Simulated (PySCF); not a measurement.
**Input and output**

Pb2Cl8 (singlet). PySCF 2.14.0, RKS PBE0, Pb def2-SVP with ECP60, Cl def2-SVP; non-relativistic Hamiltonian with scalar-relativistic core potentials where named; density fitting; no spin-orbit coupling. Purpose: singlet excitations, Tamm-Dancoff PBE0.

```python
mol = gto.M(atom='''
Pb     0.00000    -0.01957     2.08772
Pb     0.00000    -0.01957    -2.08772
Cl     1.64780    -0.15147     0.00000
Cl    -1.64780    -0.15147    -0.00000
Cl    -0.00000     2.36702     2.42465
Cl    -1.85002    -1.09799     3.22889
Cl     1.85002    -1.09799     3.22889
Cl    -0.00000     2.36702    -2.42465
Cl    -1.85002    -1.09799    -3.22889
Cl     1.85002    -1.09799    -3.22889''',
    basis={'Pb': 'def2-SVP', 'Cl': 'def2-SVP'},
    ecp={'Pb': 'def2-SVP'},
    charge=0, spin=0)
mf = dft.RKS(mol, xc='PBE0')
mf.grids.atom_grid = (50, 194)
mf = mf.density_fit()  # fitting sets: Pb def2-universal-JKFIT, Cl def2-universal-JKFIT
mf.conv_tol = 1e-08; mf.max_cycle = 55
mf.kernel(dm0)  # dm0: converged density of the relaxed state
td = mf.TDA(); td.nstates = 8; td.kernel()
```

Run from Python with OMP_NUM_THREADS=4; the lines above give its settings. Where DIIS fails, smearing, a level shift and second-order steps follow.
It took 3.6 min on 4 threads of Arm Neoverse V2 (shared host), from an already converged density.

**Question.** Where do the frontier levels lie, over both spins?

**Answer.** HOMO -9.28 eV, LUMO -5.53 eV. 

**Question.** What does the SCF print?

**Answer.** 
```
init E= -4065.18423765483
cycle= 1 E= -4065.18423810807  delta_E= -4.53e-07  |g|= 0.000332  |ddm|= 0.00187
cycle= 2 E= -4065.18423810861  delta_E= -5.4e-10  |g|= 0.000318  |ddm|= 0.000853
cycle= 3 E= -4065.18423813739  delta_E= -2.88e-08  |g|= 7.23e-05  |ddm|= 0.000543
cycle= 4 E= -4065.18423813914  delta_E= -1.75e-09  |g|= 1.03e-05  |ddm|= 0.000121
Extra cycle  E= -4065.18423813913  delta_E= 1.55e-11  |g|= 1.31e-05  |ddm|= 3.38e-05
converged SCF energy = -4065.18423813913
```

**Question.** What are the Mulliken charges and spins?

**Answer.** 
```csv
atom,charge (e),spin (e)
Pb1,0.879,0.000
Pb2,0.879,0.000
Cl3,-0.246,0.000
Cl4,-0.246,0.000
Cl5,-0.200,0.000
Cl6,-0.217,0.000
Cl7,-0.217,0.000
Cl8,-0.200,0.000
Cl9,-0.217,0.000
Cl10,-0.217,0.000
```

**Question.** Which singlet excitations follow (Tamm-Dancoff, 8 states)?

**Answer.** 
```
state    eV  oscillator strength
    1  2.56               0.0000
    2  2.60               0.0032
    3  2.81               0.0000
    4  2.81               0.0004
    5  2.89               0.0171
    6  2.90               0.0009
    7  3.04               0.0097
    8  3.04               0.0499
```
Functionals without range separation put charge-transfer states too low; the basis has no diffuse functions.

The geometry was relaxed with PBE0 (Pb def2-SVP with ECP60, Cl def2-SVP).
